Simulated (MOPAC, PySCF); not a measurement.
C₁₀H₉BO, SMILES `Bc1cc2cccc(O)cc-2c1`, neutral singlet in the gas phase. 

Cartesian coordinates (Å):
```xyz
21

B      3.9487    -0.0221    -0.0367
C      2.4138    -0.0384     0.0376
C      1.6405    -0.4851     1.1377
C      0.2799    -0.3471     0.8351
C     -0.7870    -0.6782     1.6636
C     -2.1555    -0.5600     1.4090
C     -2.8041    -0.0861     0.2738
C     -2.2838     0.4061    -0.9332
O     -3.2359     0.7818    -1.8234
C     -0.9365     0.5361    -1.2792
C      0.2051     0.2231    -0.5458
C      1.5243     0.3905    -0.9814
H      4.6115    -0.4157     0.8968
H      4.5108     0.3844    -1.0291
H      2.0381    -0.8755     2.0748
H     -0.5143    -1.0846     2.6433
H     -2.8174    -0.8859     2.2158
H     -3.8978    -0.0865     0.3000
H     -2.8177     1.1084    -2.6266
H     -0.7431     0.9465    -2.2794
H      1.8205     0.7883    -1.9525
```
Charge 0, multiplicity 1.

All levels are single points at this geometry (PBE0-D3(BJ)/def2-SVP); Pople sets use spherical d functions. Orbital energies aren't observables, and empty levels follow the basis.

PBE-D3(BJ)/def2-TZVP in PySCF gives dipole (D) = 3.28.

Task: Estimate the dipole (D) from each of these levels: ωB97X-D3(BJ)/def2-TZVP in PySCF; B3LYP/6-311+G** in PySCF; B3LYP/6-31G* in PySCF; BP86/6-31G* in PySCF; M06-2X/6-31G* in PySCF; PBE/6-31G* in PySCF; HF/3-21G in PySCF; HF/6-31G* in PySCF; AM1 in MOPAC; PM3 in MOPAC; PM6 in MOPAC; PM7 in MOPAC.

Result: 
| level | dipole (D) |
|---|---|
| ωB97X-D3(BJ)/def2-TZVP in PySCF | 2.90 |
| B3LYP/6-311+G** in PySCF | 2.79 |
| B3LYP/6-31G* in PySCF | 3.04 |
| BP86/6-31G* in PySCF | 3.35 |
| M06-2X/6-31G* in PySCF | 2.72 |
| PBE/6-31G* in PySCF | 3.37 |
| HF/3-21G in PySCF | 2.53 |
| HF/6-31G* in PySCF | 2.45 |
| AM1 in MOPAC | 1.94 |
| PM3 in MOPAC | 3.30 |
| PM6 in MOPAC | 1.84 |
| PM7 in MOPAC | 1.87 |
